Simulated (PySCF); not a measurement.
## Unknown compound

The spectra below were simulated for a compound C₇H₅F₃.

¹H NMR (300 MHz, computed): δ 7.99 (m, 2H), 7.79 (m, 1H), 7.75 (m, 2H).

¹³C{¹H} NMR (computed): δ 140.1 (C), 138.1 (CH), 135.8 (C), 135.2 (CH), 132.9 (CH).

Gas phase, a single conformation, no relativistic terms, fast rotation and ring inversion assumed for equivalent nuclei. PBE0-D3(BJ)/def2-TZVP structure; NMR shieldings at B97-2/pcSseg-2/GIAO; PySCF.

Shifts are taken against calculated references (same method and geometry level): TMS for ¹H and ¹³C.

Problem. What is the structure?

Solution. 
1. Rings plus π bonds: 4 (1 ring in the answer).
2. 5 carbon signals for 7 carbons: some carbons are equivalent by symmetry or fast rotation.
3. Carbon types of the structure: 2 × C, 5 × CH, which accounts for all hydrogens.
4. δC 140.1: substituted aromatic carbon.
5. δC 138.1, 135.2, 132.9: aromatic CH; the aromatic region.
6. δC 135.8: CF3 carbon; 3 electronegative neighbours deshield it.
7. δH 7.99, 7.79, 7.75: hydrogen on an aromatic CH; aromatic region.

These data were computed for benzotrifluoride.

The shifts were computed for this structure.

Splittings by ¹⁹F in the carbon and heteronuclear signals aren't shown, as no couplings were computed. Shifts are as computed. Against solution values, carbons near 30 ppm lie about +3 ppm off and those near 130 ppm about +7 ppm. Of 1309 compounds with measured shifts, 239 miss one by over three times the rms of a fit or turn the order of signals round; such compounds aren't used in these exercises. No couplings were computed; multiplicities are counted from neighbouring protons, with m where these are inequivalent, close in shift, in a saturated or five-membered ring or joined by F or P, and br s for small geminal =CH2 splittings.
